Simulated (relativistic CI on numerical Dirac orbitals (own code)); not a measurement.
# Tb4+ (4f7) in a crystal field

Calculated by Dirac-Coulomb-Breit CI, separate exchange-only KLI orbitals for each configuration, a model potential for QED, one configuration in a parametric crystal field, unscaled Slater integrals (own radial code). With so little scaling, terms lie 10 to 35 % too far apart, which can change the order of excited levels.

Field parameters in Wybourne normalisation. The field is a parameter set, without covalency.

S and J are read from ⟨S²⟩ = S(S + 1) and ⟨J²⟩ = J(J + 1) of each level; they are not fictitious spins.

D3d, B20 = 2370, B40 = 2000, B43 = -680, B60 = 930, B63 = 820, B66 = -950 cm⁻¹, the lowest 10 levels:

```csv
E (cm⁻¹),Degeneracy,Irrep,S,J
0.0,2,Γ4,3.48,3.50
1.1,2,Γ4,3.48,3.50
1.9,2,Γ5+Γ6,3.48,3.50
2.3,2,Γ4,3.48,3.50
41112,2,Γ4,2.46,3.54
41280,2,Γ4,2.46,3.53
41434,2,Γ5+Γ6,2.46,3.55
41529,2,Γ4,2.46,3.56
41917,2,Γ4,2.48,2.67
42004,2,Γ5+Γ6,2.48,2.59
```

Principal g values of the ground doublet: 0.00, 0.00, 13.96.

D3h, B20 = -150, B40 = 330, B60 = 300, B66 = 430 cm⁻¹, the lowest 16 levels:

| E (cm⁻¹) | Degeneracy | S | J |
| --- | --- | --- | --- |
| 0.0 | 2 | 3.48 | 3.50 |
| 0.0 | 2 | 3.48 | 3.50 |
| 0.1 | 2 | 3.48 | 3.50 |
| 0.2 | 2 | 3.48 | 3.50 |
| 41399 | 2 | 2.46 | 3.51 |
| 41401 | 2 | 2.46 | 3.51 |
| 41410 | 2 | 2.46 | 3.51 |
| 41430 | 2 | 2.46 | 3.50 |
| 42099 | 2 | 2.48 | 2.51 |
| 42099 | 2 | 2.48 | 2.51 |
| 42104 | 2 | 2.48 | 2.52 |
| 42753 | 2 | 2.48 | 1.53 |
| 42761 | 2 | 2.48 | 1.53 |
| 45091 | 2 | 2.44 | 3.50 |
| 45092 | 2 | 2.44 | 3.50 |
| 45099 | 2 | 2.44 | 3.50 |

Principal g values of the ground doublet: 2.00, 7.98, 7.98.

The next free-ion level lies 41416 cm⁻¹ above the lowest; the field splits the ground level into components whose J stays near 7/2 as long as their spread is small against that gap.

Levels of this model without a field, named by their leading LS term: 8S°_7/2 0, 6P°_7/2 41416, 6P°_5/2 42108, 6P°_3/2 42765, 6I°_7/2 45096, 6I°_17/2 45466, 6I°_9/2 45485, 6I°_11/2 45792 cm⁻¹.
